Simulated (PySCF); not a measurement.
A calculated (r2SCAN, PySCF 2.14, x2c-TZVPPall, the spin-free X2C one-electron Hamiltonian (Gaussian nucleus)) atom or ion has these occupied shells.

```tsv
shell	electrons	orbital energy (eV)	rms radius, mean of both spins (bohr)
1s α	1	-5911.5	0.0734
1s β	1	-5911.5	0.0734
2s α	1	-688.66	0.318
2s β	1	-686.73	0.318
2p α	3	-579.41	0.288
2p β	3	-577.89	0.288
3s α	1	-91.262	0.965
3s β	1	-86.228	0.965
3p α	3	-61.436	1.04
3p β	3	-56.337	1.04
3d α	4	-16.561	1.41
4p α	1	-8.496	3.74
```

**Question.** Name the element and its charge.

**Answer.** Cr+ (chromium, charge +1), in [Ar] 3d4 4p1, one real determinant (an excited configuration).
